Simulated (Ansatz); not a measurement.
Problem. Predict a relaxed structure of [MoO(H2O)Cl4]- (MoCl₄O₂H₂⁻), charge -1, doublet, at r2SCAN-D4/def2-SVPD (Ansatz).

Solution. 
Cartesian coordinates in Å:
```
Mo 0.414 0.106 0.780
O 1.552 0.131 1.989
O -1.094 -0.040 -1.218
H -0.887 -0.974 -1.391
H -0.487 0.451 -1.797
Cl 1.728 1.024 -1.051
Cl -1.471 -0.840 1.863
Cl -0.604 2.237 0.984
Cl 0.849 -2.096 -0.160
```
Point group Cs (tolerance 0.1 Å). The metal has 6 neighbours: O 1.66 Å, O 2.51 Å, Cl 2.43 Å, Cl 2.37 Å, Cl 2.37 Å, Cl 2.43 Å. This is one stationary point.

In the def2 sets Mo takes a core potential; there is no spin–orbit coupling. The relaxation made no stability test and no search for a lower SCF solution. No other spin state of charge -1 was run.
